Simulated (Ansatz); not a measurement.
Ansatz (a program for electronic structure) input (PBE-QIDH/def2-TZVPD):

Ansatz 0.2 input:
```yaml
crystal:
  periodic: [false, false, false]
  atoms:
    - {symbol: C, position_ang: [-0.56687313, 0.45164240, -0.01738260]}
    - {symbol: F, position_ang: [0.52970873, -0.26358262, 0.01653168]}
    - {symbol: H, position_ang: [-1.36613982, -0.33761083, -0.04448949]}
basis:
  gaussian:
    orbitals: def2-TZVPD
hamiltonian:
  xc: {name: PBE-QIDH}
magnetization: {spin_polarized: false}
correlation: {electrons: outside_noble_gas}
```

Output:

```
Functional definition: PBE-QIDH
integrals: 0.03 GiB planned
570 factors; integrals over basis functions are off by at most 1.5e-3 eV
mean field: 0.19 GiB planned
mean field evaluation 1: about -3758.8810 eV, gradient 1.7e1 eV
mean field evaluation 2: about -3758.8813 eV, gradient 1.7e1 eV
mean field evaluation 4: about -3759.3471 eV, gradient 2.2e0 eV
mean field evaluation 8: about -3759.3593 eV, gradient 1.5e-2 eV
mean field evaluation 16: about -3759.3593 eV, gradient 9.0e-7 eV
mean field -3759.35932311 eV, -138.1539069391 hartree, gradient 8.9e-7 eV, S^2 0.000000; 0 other end points of the search recorded, 0 dependent functions left out; unrestricted orbitals would lower it
2 core orbitals not correlated
reference -3759.35933373 eV, -138.1539073292 hartree; 6, 6 occupied and 78, 78 virtual orbitals, 570 factors
second order -11.74962530 eV of doubles, -0.00000000 eV of singles
Total energy: -3763.27587549 eV, -138.2978375844 hartree
```
